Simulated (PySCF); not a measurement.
**Working out the ionisation energy of I**

I [Kr] 4d10 5s2 5p5 (2P) → I⁺ [Kr] 4d10 5s2 5p4 (3P). All numbers are calculated (PySCF 2.14, scalar relativity through the core potential, in cc-pV5Z-PP with ECP28MDF (7s7p5d3f2g1h, 103 functions)). Frozen: 4s2 4p6 4d10. Energies in hartree (1 hartree = 27.21139 eV):

| part | I (lower) | I⁺ (upper) |
| --- | --- | --- |
| UHF | -294.662611 | -294.312196 |
| MP2 opposite-spin | -0.108323 | -0.082131 |
| MP2 same-spin | -0.027564 | -0.021158 |

Problem. What does Hartree-Fock give?

Solution. (-294.312196) − (-294.662611) = 0.350415 hartree = 9.535 eV.

Problem. What do MP2 and SCS-MP2 (6/5 opposite-spin, 1/3 same-spin) give?

Solution. The opposite-spin parts differ by 0.713 eV and the same-spin parts by 0.174 eV. MP2: 9.535 + (0.713) + (0.174) = 10.422 eV. SCS-MP2: 9.535 + 1.2 × (0.713) + (0.174)/3 = 10.449 eV.

Measured between the centres of the two terms (NIST): 10.519 eV, so MP2 (valence) is off by -0.097 eV.

What remains against the reference includes basis incompleteness, the frozen core and correlation beyond second order.
